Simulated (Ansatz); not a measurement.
Wavefunction ladder for C2H6InN, SMILES `C/C=[N]\[InH2]`

```xyz
10

C    -0.602    1.038    0.990
C     0.643    0.212    0.861
N     0.947   -0.592   -0.046
In    0.224   -1.358   -1.780
H    -0.348    2.102    1.034
H    -1.279    0.863    0.151
H    -1.118    0.800    1.926
H     1.356    0.364    1.694
H    -0.587   -2.860   -1.628
H     0.764   -0.569   -3.203
```

The species carries charge 0 and has multiplicity 1. Correlated methods include outer-core shells of In, which these sets cover unevenly. In: def2 effective core potential. Geometry: relaxed with PBE0-D4/def2-TZVP. Frozen core, restricted reference, the Gaussian-basis code of Ansatz.

```csv
basis,HF (Eh),MP2 corr.
def2-SVP,-322.73343,-0.53233
def2-TZVPP,-322.89497,-0.83143
def2-QZVPP,-322.90282,-1.05459
```

(1) Estimate the CCSD correlation energy and the (T) correction in each basis where they were run (hartree).

Results:

(1) 
```csv
basis,CCSD corr.,(T)
def2-SVP,-0.57714,-0.02055
def2-TZVPP,-0.85708,-0.03434
```
